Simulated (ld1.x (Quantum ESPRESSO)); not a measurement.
## u(r) = r·R(r): atom against pseudo-atom (Ag)

Columns: radius, all-electron u(r) and pseudo u(r) of the 4d shell (level -10.76 eV) of silver in the configuration [Ar] 3d10 4s2 4p6 4d9 5s2 5p0; PW91, scalar-relativistic, TM semilocal scheme, ld1.x (Quantum ESPRESSO) 7.5.

```json
{"r (bohr)": "0.118", "all-electron": "0.2852", "pseudo": "-0.0070"}
{"r (bohr)": "0.235", "all-electron": "0.4609", "pseudo": "-0.0523"}
{"r (bohr)": "0.353", "all-electron": "0.2376", "pseudo": "-0.1592"}
{"r (bohr)": "0.470", "all-electron": "-0.1252", "pseudo": "-0.3232"}
{"r (bohr)": "0.588", "all-electron": "-0.4586", "pseudo": "-0.5194"}
{"r (bohr)": "0.705", "all-electron": "-0.6976", "pseudo": "-0.7046"}
{"r (bohr)": "0.822", "all-electron": "-0.8413", "pseudo": "-0.8453"}
{"r (bohr)": "0.940", "all-electron": "-0.9076", "pseudo": "-0.9244"}
{"r (bohr)": "1.058", "all-electron": "-0.9180", "pseudo": "-0.9423"}
{"r (bohr)": "1.175", "all-electron": "-0.8928", "pseudo": "-0.9151"}
{"r (bohr)": "1.292", "all-electron": "-0.8469", "pseudo": "-0.8616"}
{"r (bohr)": "1.410", "all-electron": "-0.7895", "pseudo": "-0.7965"}
{"r (bohr)": "1.528", "all-electron": "-0.7277", "pseudo": "-0.7299"}
{"r (bohr)": "1.645", "all-electron": "-0.6659", "pseudo": "-0.6663"}
{"r (bohr)": "1.763", "all-electron": "-0.6056", "pseudo": "-0.6057"}
{"r (bohr)": "1.880", "all-electron": "-0.5492", "pseudo": "-0.5492"}
{"r (bohr)": "1.998", "all-electron": "-0.4962", "pseudo": "-0.4962"}
{"r (bohr)": "2.115", "all-electron": "-0.4478", "pseudo": "-0.4478"}
{"r (bohr)": "2.232", "all-electron": "-0.4037", "pseudo": "-0.4037"}
{"r (bohr)": "2.350", "all-electron": "-0.3632", "pseudo": "-0.3632"}
{"r (bohr)": "2.468", "all-electron": "-0.3266", "pseudo": "-0.3266"}
{"r (bohr)": "2.585", "all-electron": "-0.2938", "pseudo": "-0.2938"}
{"r (bohr)": "2.702", "all-electron": "-0.2642", "pseudo": "-0.2642"}
{"r (bohr)": "2.820", "all-electron": "-0.2373", "pseudo": "-0.2373"}
{"r (bohr)": "2.938", "all-electron": "-0.2131", "pseudo": "-0.2131"}
{"r (bohr)": "3.055", "all-electron": "-0.1915", "pseudo": "-0.1915"}
```

Q: How many radial nodes do the two functions have?

A: The all-electron 4d function has n − l − 1 = 1; the pseudo-wave has 0, since the states of the same l below it are removed with the core.

Q: At about which radius was the pseudo-wave matched?

A: 1.85 bohr. The columns agree to 0.0005 from 1.65 bohr on; several derivatives are matched, so the curves merge somewhat inside the radius.

Q: Where does each function peak?

A: Outermost all-electron maximum near 1.06 bohr, pseudo maximum near 1.06 bohr (to the table’s step).

Q: Is the pseudo-wave norm-conserving?

A: Yes: the TM semilocal scheme keeps the norm inside the radius equal to the all-electron one, which fixes the energy derivative of the logarithmic derivative at the level.
